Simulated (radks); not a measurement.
Zn, 30 electrons, occupied as [Ar] 3d10 4s2.

Method: scalar-relativistic Kohn-Sham, r2SCAN, spin-polarised, spherical densities, finite nucleus; meta-GGA in the generalised Kohn-Sham scheme; Fermi nuclear charge, rms radius 3.9283 fm; computed with a radial shooting solver on a logarithmic mesh with Libxc functionals.

Energy parts (eV):
total: -48879.774
kinetic: 49658.979
electron-nucleus: -117791.695
Hartree: 21206.541
exchange-correlation: -1953.600

Orbitals (lengths in bohr, moments of r in powers of bohr; r(90%) holds 90 % of the orbital's charge):
| orbital | occ. | eigenvalue (eV) | <1/r> | <r> | <r^2> | r(90%) |
|---|---|---|---|---|---|---|
| 1s | 2 | -9554.297 | 30.22 | 0.05032 | 0.003407 | 0.0899 |
| 2s | 2 | -1169.269 | 6.603 | 0.2258 | 0.06019 | 0.349 |
| 2p | 6 | -1011.658 | 6.463 | 0.1982 | 0.04818 | 0.324 |
| 3s | 2 | -133.5226 | 2.089 | 0.6804 | 0.5349 | 1.02 |
| 3p | 6 | -86.0646 | 1.931 | 0.7132 | 0.6009 | 1.10 |
| 3d | 10 | -10.4613 | 1.512 | 0.9074 | 1.120 | 1.60 |
| 4s | 2 | -6.2200 | 0.4904 | 2.649 | 8.218 | 4.09 |

The highest occupied level is 4s at -6.220 eV. The density falls to 0.001 e/bohr^3 at r = 4.19 bohr. Summed over all electrons, <r^2> = 32.73 bohr^2, which gives a Langevin (diamagnetic) susceptibility term of -25.9 x 10^-6 cm^3/mol.
